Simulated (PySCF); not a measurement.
MoSCl₄: from structure and modes to constants

All numbers come from B3LYP/[Mo def2-SVP with ECP28, S def2-SVP, Cl def2-SVP], scalar-relativistic core potentials, density fitting, no spin–orbit coupling, PySCF.

The singlet minimum has C4v symmetry. Masses (u): Mo 97.90541, S 31.97207, Cl 34.96885.

```xyz
6
charge 0 multiplicity 1, angstrom
Mo    0.0000    0.0000    0.0469
S     0.0000    0.0000    2.1257
Cl    2.2424    0.0000   -0.5188
Cl    0.0000    2.2424   -0.5188
Cl   -2.2424    0.0000   -0.5188
Cl    0.0000   -2.2424   -0.5188
```

Harmonic wavenumbers (cm⁻¹): 62.3 (b1, ×1), 147.4 (e, ×2), 175.4 (a1, ×1), 180.8 (e, ×2), 219.2 (b2, ×1), 296.1 (b1, ×1), 377.8 (a1, ×1), 389.4 (e, ×2), 592.1 (a1, ×1).

Question: Find the principal moments of inertia and the rotational constants. What kind of rotor is it?

Answer: About the centre of mass I = 534.01, 534.01, 703.37 u Å². With B = 16.8576/I this gives 0.03157, 0.03157, 0.02397 cm⁻¹. The molecule is an oblate symmetric top.

Question: What is the harmonic zero-point energy?

Answer: Half the sum of all 12 wavenumbers, 3158/2 = 1579 cm⁻¹, which is 18.9 kJ/mol (1 cm⁻¹ = 0.0119627 kJ/mol).

This need not be the most stable arrangement of these atoms.
